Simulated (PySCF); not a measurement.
Excitation energy of Be⁺ by level of theory

Be⁺ [He] 2s1 (2S) → Be⁺ [He] 2p1 (2P), as a difference of total energies. All numbers are calculated (PySCF 2.14, the spin-free X2C one-electron Hamiltonian (Gaussian nucleus), in x2c-TZVPPall (5s3p1d, 19 functions)). Correlated levels: valence and next inner shell: nothing frozen. The calculations carry no spin-orbit coupling.

| method | excitation energy (eV) | error (eV) |
| --- | --- | --- |
| UHF | 4.022 | +0.063 |
| LDA | 3.550 | -0.409 |
| PBE | 3.493 | -0.466 |
| PBE0 | 3.630 | -0.329 |
| r2SCAN | 3.569 | -0.390 |
| BLYP | 3.446 | -0.513 |
| M06 | 3.346 | -0.613 |
| wB97M-V | 3.811 | -0.148 |
| PBEsol | 3.509 | -0.450 |
| ROHF | 4.022 | +0.063 |
| MP2 (valence and next inner shell) | 4.021 | +0.062 |
| SCS-MP2 (valence and next inner shell) | 4.026 | +0.067 |

Reference: 3.959 eV (measured; NIST levels, between the centres of gravity of the two terms).

Errors of the correlated levels include the incompleteness of this basis.

The basis was made for the ground configuration and has no added diffuse functions, so the excitation energy can come out too high.
